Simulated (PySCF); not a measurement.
## Working out the ionisation energy of Sb⁺

Sb⁺ [Kr] 4d10 5s2 5p2 (3P) → Sb²⁺ [Kr] 4d10 5s2 5p1 (2P). Calculation: PySCF 2.14, in ANO-RCC-VTZP (7s6p4d2f1g, 68 functions); scalar relativity by spin-free X2C-1e. Frozen: [Kr] 4d10. Energies in hartree (1 hartree = 27.21139 eV):

```json
{"part": "UHF", "Sb⁺ (lower)": "-6477.429021", "Sb²⁺ (upper)": "-6476.839340"}
{"part": "CCSD correlation", "Sb⁺ (lower)": "-0.056210", "Sb²⁺ (upper)": "-0.043614"}
{"part": "(T)", "Sb⁺ (lower)": "-0.001234", "Sb²⁺ (upper)": "-0.000530"}
```

Task: What does Hartree-Fock give?

Result: (-6476.839340) − (-6477.429021) = 0.589681 hartree = 16.046 eV.

Task: What do CCSD and CCSD(T) give?

Result: The CCSD correlation energies differ by 0.012596 hartree = 0.343 eV and the triples by 0.000704 hartree = 0.019 eV, so CCSD gives 16.389 eV and CCSD(T) 16.408 eV.

A first-order spin-orbit estimate adds -0.073 eV to CCSD(T) (valence), giving 16.335 eV against 16.626 ± 0.025 eV (measured; NIST Atomic Spectra Database, ionization energies).

What remains against the reference includes basis incompleteness, the frozen core and higher excitations.
